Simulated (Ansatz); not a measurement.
Stepwise reaction of `NB(N)F` with hydrogen, as a gas-phase model of exchange steps in deposition or etching. ΔE in kJ/mol; ΔG adds harmonic PBE0-D4 terms to CCSD(T)/CBS, at 1 bar.

Calculated with Ansatz (gas phase, PBE0-D4/def2-TZVP geometries, no zero-point term in ΔE). CBS: MP2 limit from def2 TZ/QZ plus the TZ coupled-cluster correction, frozen cores. This one scheme is used for every species. DFT in def2-TZVPP. B3LYP here is the variant with VWN-RPA as its local correlation; programs differ in this. Each species was taken in one conformer, which may not be the lowest.

```tsv
step	reaction	PBE-D4	B3LYP-D4	ωB97M-V	CCSD(T)/CBS	ΔG(500 K)
2	`NBF` + H₂ → `BF` + NH₃	123.0	120.0	119.7	115.2	113.1
```

**Question.** Give the row of step 1, `NB(N)F` + H₂ → `NBF` + NH₃. (An estimate is asked.)

**Answer.** The calculation gave: 
```tsv
step	reaction	PBE-D4	B3LYP-D4	ωB97M-V	CCSD(T)/CBS	ΔG(500 K)
1	`NB(N)F` + H₂ → `NBF` + NH₃	63.7	65.5	66.0	63.7	63.5
```

**Question.** By hand: ΔE of the 2 steps together at CCSD(T)/CBS.

**Answer.** (63.7) + (115.2) = 178.9 kJ/mol, or 89.5 kJ/mol a step.

In ΔE each step is higher than the one before. All are uphill at CCSD(T)/CBS. ΔG lies between 63.5 and 113.1 kJ/mol a step. PBE-D4 differs from CCSD(T)/CBS by 0.0 to 7.8 kJ/mol a step. Isolated molecules leave out the surface, adducts and barriers. Largest T1 diagnostic: 0.013.
